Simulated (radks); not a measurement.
Task: These are the eigenvalues of the occupied orbitals of an atom or ion with whole-number occupations (hartree). Method: scalar-relativistic Kohn-Sham, BLYP, spin-polarised, spherical densities, point nucleus; computed with a radial shooting solver on a logarithmic mesh with Libxc functionals.

1s up: -326.2317
1s down: -326.2317
2s up: -39.92677
2s down: -39.90506
2p up: -34.58528
2p down: -34.56889
3s up: -5.08503
3s down: -5.04198
3p up: -3.51966
3p down: -3.47767
3d up: -1.02307
3d down: -0.98499
5f up: -0.06574

Which element is it, and in what charge state? The configuration may be excited. Open shells, if any, are filled with parallel spins first.

Result: Z = 29, copper, charge +1: Cu+ in [Ar] 3d9 5f1. The list shows which subshells hold electrons but not how many an open one holds; the 1s level, -326.23 hartree, gives Z - s = 25.5 by -(Z - s)^2/2, which with screening and relativity narrows Z to a few neighbours, and the depths of the outer levels then fix element, charge and occupations together.
